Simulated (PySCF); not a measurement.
NMR data sheet: C₇H₁₁NS

- Formula: C7H11NS
- SMILES: S=C=NC1CCCCC1
- Point group of the computed structure: Cs
- Degrees of unsaturation: 3
- Carbon signals: 5
- Proton signals: 7

Bonds (- single, = double, # triple, : aromatic): S1=C2, C2=N3, N3-C4, C4-C5, C5-C6, C6-C7, C7-C8, C8-C9, C9-C4. C4 carries H10; C5 carries H11, H12; C6 carries H13, H14; C7 carries H15, H16; C8 carries H17, H18; C9 carries H19, H20. H11, H13, H16, H18, H19 are cis to N3 on the ring; H12, H14, H15, H17, H20 are trans to N3 on the ring.

Theoretical values (PySCF 2.14): KT3/pcSseg-1 with gauge-including orbitals, PBE0-D3(BJ)/def2-SVP structure. In vacuum, non-relativistic Hamiltonian, one computed conformer, rapidly exchanging positions averaged.

Referencing at the same level of theory: ¹H (σref 31.32) and ¹³C (σref 182.31) against TMS; ¹⁵N (σref 262.01) against NH3; CS2 for ³³S (σref 516.28).

| carbon | δC, type | δH (multiplicity) | HMBC from (2–3 bonds) | span of the C tensor (ppm) |
| --- | --- | --- | --- | --- |
| C2 | 126.1, C | – | H10 | 330 |
| C4 | 54.8, CH | 3.22 (m) | H11/H19, H13/H18, H12/H20, H14/H17 | 50 |
| C5/C9 | 36.8, CH2 | H11 1.90 (m); H12 1.50 (m) | H10, H11/H19, H13/H18, H16, H12/H20, H14/H17, H15 | 18 |
| C6/C8 | 24.3, CH2 | H13 1.83 (m); H14 1.46 (m) | H10, H11/H19, H13/H18, H16, H12/H20, H14/H17, H15 | 18 |
| C7 | 30.0, CH2 | H15 1.26 (m); H16 1.72 (m) | H11/H19, H13/H18, H12/H20, H14/H17 | 6 |

Other nuclei:
| atoms | nucleus | environment | δ (ppm) | σ (ppm) |
| --- | --- | --- | --- | --- |
| N3 | ¹⁵N | heterocumulene nitrogen | 119.3 | 142.7 |
| S1 | ³³S | thione sulfur | -221 | 737.1 |

Carbon types of the structure: 1 × C, 1 × CH, 5 × CH2, which accounts for all hydrogens. δC 126.1: central carbon of a heterocumulene. δC 54.8: sp3 CH bonded to N; deshielded by the electronegative neighbour. δC 36.8, 30.0, 24.3: sp3 CH2 in a ring; aliphatic region, no heteroatom directly attached. δH 3.22: hydrogen on an sp3 CH bonded to N; its carbon carries N, hence the downfield position. δH 1.90, 1.83, 1.72, 1.50, 1.46, 1.26: hydrogen on an sp3 CH2 in a ring.

Shifts are as computed, not scaled to solution data. Of 1211 compounds with measured shifts, 218 miss one by over three times the rms of a fit or turn the order of signals round; such compounds aren't used in these exercises. Experimental scales use liquid or dissolved standards, which lie at an offset from isolated NH3 (liquid NH3: subtract about 20 ppm). Multiplicities follow the n + 1 count of equivalent neighbours, as no J values were calculated; m marks all less simple cases, F and P coupling included.
